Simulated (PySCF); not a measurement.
Potential energy curve for SMILES [AlH3] (H3Al). The Al1–H4 bond (Al1 also carries H, H; H4 carries nothing else) is varied alone, starting from the PBE0/def2-TZVP optimised geometry.

Levels: UKS-B3LYP = unrestricted B3LYP/cc-pVDZ in PySCF; UKS-CAM-B3LYP = unrestricted CAM-B3LYP/cc-pVDZ (PySCF); UHF/cc-pVDZ (PySCF).

Magnitude of the dipole moment (D; its direction can reverse along the curve, and a method can change to another solution) and Mulliken charge of the fragment that holds Al1:

```csv
R / Å,μ UKS-B3LYP,q UKS-B3LYP,μ UKS-CAM-B3LYP,q UKS-CAM-B3LYP,μ UHF,q UHF
1.27,0.49,0.21,0.48,0.21,0.55,0.27
1.35,0.38,0.16,0.38,0.16,0.43,0.23
1.43,0.26,0.14,0.26,0.14,0.30,0.20
1.49,0.17,0.12,0.17,0.12,0.19,0.19
1.52,0.12,0.12,0.12,0.12,0.13,0.18
1.59,0.01,0.12,0.01,0.11,0.01,0.18
1.65,0.12,0.12,0.12,0.11,0.14,0.17
1.70,0.22,0.12,0.22,0.12,0.25,0.18
1.74,0.30,0.12,0.30,0.12,0.34,0.18
1.83,0.48,0.13,0.48,0.13,0.55,0.18
1.99,0.81,0.14,0.82,0.14,0.94,0.19
2.15,1.15,0.16,1.17,0.16,1.34,0.20
2.39,1.63,0.17,1.68,0.17,1.51,0.18
2.60,2.03,0.18,2.12,0.19,0.98,0.12
2.88,2.03,0.16,1.72,0.14,0.42,0.06
3.20,1.56,0.12,1.14,0.09,0.00,0.03
3.49,1.10,0.08,0.64,0.05,0.22,0.01
3.86,0.51,0.04,0.16,0.02,0.37,0.00
4.27,0.02,0.01,0.14,0.01,0.44,0.00
4.80,0.25,0.00,0.29,0.00,0.48,0.00
5.55,0.33,0.00,0.34,0.00,0.49,0.00
```

The unrestricted determinant behind UKS-B3LYP, UKS-CAM-B3LYP is spin-contaminated at 2.88 to 5.55 Å (<S²> up to 1.0, against 0.00 for a pure singlet). The unrestricted determinant behind UHF is spin-contaminated at 2.39 to 5.55 Å (<S²> up to 1.0, against 0.00 for a pure singlet).
